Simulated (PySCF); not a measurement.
# Vibration and rotation of TlCl⁺

BLYP constants of TlCl⁺, ²Π (doublet), unpaired electrons π ↑ (basis Tl def2-SVPD with ECP60, Cl def2-SVPD; scalar-relativistic core potentials; PySCF 2.14; masses 204.9744 and 34.9689 u):

| Quantity | Value |
| --- | --- |
| ωe | 84.1 cm⁻¹ |
| ωexe | 1.07 cm⁻¹ |
| Be | 0.051859 cm⁻¹ |
| αe | 0.000699 cm⁻¹ |

(1) What force constant and bond length do these constants imply?

(2) Estimate the centrifugal constant D from the Kratzer relation and find the Dunham coefficient a1.

These are scalar-relativistic numbers at best; spin–orbit coupling would shift them, the dissociation energy most. The state was picked by a PBE0 search and need not be the measured ground state.

Results:

(1) Reduced mass μred = 29.873 u; k = 5.8918×10⁻⁷·μred·ωe² (u, cm⁻¹, mdyn/Å) = 0.124 mdyn/Å; Re = √(16.8576/(μred·Be)) (u, cm⁻¹, Å) = 3.299 Å.

(2) D = 4Be³/ωe² = 7.89e-08 cm⁻¹; a1 = −1 − αeωe/(6Be²) = -4.64.
